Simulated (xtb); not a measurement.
C3H7BN2, SMILES C=C=CB(N)N. All values are semi-empirical tight-binding results from xtb (GFN2-xTB unless named), good for trends rather than for accurate numbers. Geometry optimised at GFN2-xTB. This is a generated structure with no PubChem entry under its InChIKey; it may be hypothetical. Other conformers were not sampled.

Optimised geometry:

Bonds (Å): C1–C2 1.296, C1–H7 1.079, C1–H8 1.079, C2–C3 1.298, C3–B4 1.570, C3–H9 1.085, B4–N5 1.406, B4–N6 1.404, N5–H10 1.004, N5–H11 1.003, N6–H12 1.003, N6–H13 1.004. Angles (°): C2–C1–H7 121.9, C2–C1–H8 121.9, H7–C1–H8 116.3, C1–C2–C3 176.9, C2–C3–B4 124.1, C2–C3–H9 117.8, B4–C3–H9 118.1, C3–B4–N5 119.3, C3–B4–N6 120.1, N5–B4–N6 120.6, B4–N5–H10 123.4, B4–N5–H11 123.4, H10–N5–H11 113.2, B4–N6–H12 122.2, B4–N6–H13 124.1, H12–N6–H13 113.7.

```
Quantity                                        Result
---------------------------------------  -------------
point group as xtb finds it                         Cs
orbital gap                                    4.60 eV
dipole moment                                   1.74 D
zero-point energy                        63.3 kcal/mol
G − E(el) at 298.15 K (modified RRHO)    43.8 kcal/mol
static polarisability (D4 model)            65.5 bohr³
solvation energy, GFN2-xTB/ALPB(water)   -4.7 kcal/mol
solvation energy, GFN2-xTB/ALPB(hexane)  -5.0 kcal/mol
```

Computed IR lines (harmonic; lines under 4 % of the strongest left out, lines within 3 cm⁻¹ merged):
ν (cm⁻¹): 444 (vs), 467 (m), 583 (m), 808 (w), 832 (w), 871 (w), 882 (w), 1226 (m), 1309 (s), 1391 (s), 1433 (w), 1534 (s), 1541 (m), 2071 (vs), 3000 (m), 3064 (w), 3067 (w) (against the strongest line: vs over 80 %, s over 45 %, m over 15 %, w over 4 %, vw less)

Computed atomic charges and the Wiberg bond orders between heavy atoms:
charges (e) C1 -0.12, C2 -0.01, C3 -0.13, B4 0.28, N5 -0.35, N6 -0.35, H7 0.04, H8 0.04, H9 0.03, H10 0.14, H11 0.15, H12 0.15, H13 0.14. Bond orders C1–C2 1.94, C2–C3 1.94, C3–B4 0.95, B4–N5 1.24, B4–N6 1.25.
